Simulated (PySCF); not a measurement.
C₅H₉O, SMILES [CH2]CCC(C)=O, doublet (GFN2-xTB optimised geometry):

```
15

C      0.727     2.047    -1.186
C      0.237     1.343     0.000
C      0.724    -0.145     0.000
C      0.218    -0.820     1.252
C     -1.093    -1.547     1.090
O      0.806    -0.750     2.302
H      1.726     2.436    -1.211
H      0.174     2.018    -2.106
H     -0.855     1.341     0.027
H      0.617     1.803     0.915
H      0.354    -0.643    -0.895
H      1.814    -0.145     0.000
H     -1.482    -1.845     2.059
H     -1.814    -0.915     0.577
H     -0.931    -2.436     0.483
```

Method: unrestricted PBE0/def2-TZVP (PySCF 2.14.0).

**Question.** What are the frontier orbital energies (α orbitals alone; a β orbital can be the lowest empty one) and the dipole moment?

**Answer.** HOMO-2 -9.73 eV, HOMO-1 -7.33 eV, HOMO -6.14 eV, LUMO -0.36 eV, LUMO+1 1.02 eV; dipole moment 2.84 D.

On the same geometry unrestricted PBE/def2-TZVP (PySCF 2.14.0) gives HOMO-2 -8.30 eV, HOMO-1 -5.76 eV, HOMO -4.76 eV, LUMO -1.55 eV, LUMO+1 0.23 eV; dipole moment 2.66 D.

Meta-Löwdin charges at PBE0/def2-TZVP: C1 -0.26, C2 -0.19, C3 -0.25, C4 0.40, C5 -0.40, O6 -0.42, H7 0.12, H8 0.12, H9 0.11, H10 0.13, H11 0.11, H12 0.13, H13 0.14, H14 0.13, H15 0.14.
